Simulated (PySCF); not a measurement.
In(H)2(OiPr), C3H9InO, SMILES [O]([InH2])C(C)C (B3LYP/def2-SVP optimised geometry):

```
14

In    -1.550    -0.149     0.000
H     -2.078    -1.786     0.000
H     -2.386     1.363     0.000
O      0.473    -0.149     0.000
C      1.368     0.938    -0.002
C      1.238     1.786     1.267
C      1.235     1.784    -1.273
H      2.386     0.497    -0.003
H      0.253     2.285     1.306
H      2.012     2.570     1.313
H      1.339     1.151     2.160
H      1.334     1.147    -2.166
H      0.250     2.282    -1.311
H      2.009     2.568    -1.322
```

Method: B3LYP/def2-TZVP, def2 effective core potentials past Kr (PySCF 2.14.0).

What are the frontier orbital energies and the dipole moment?

HOMO-2 -8.44 eV, HOMO-1 -7.06 eV, HOMO -7.05 eV, LUMO -1.80 eV, LUMO+1 -0.63 eV; dipole moment 1.37 D.

On the same geometry PBE/def2-TZVP, def2 effective core potentials past Kr in PySCF 2.14.0 gives HOMO-2 -7.40 eV, HOMO-1 -5.91 eV, HOMO -5.89 eV, LUMO -2.22 eV, LUMO+1 -1.19 eV; dipole moment 1.20 D.
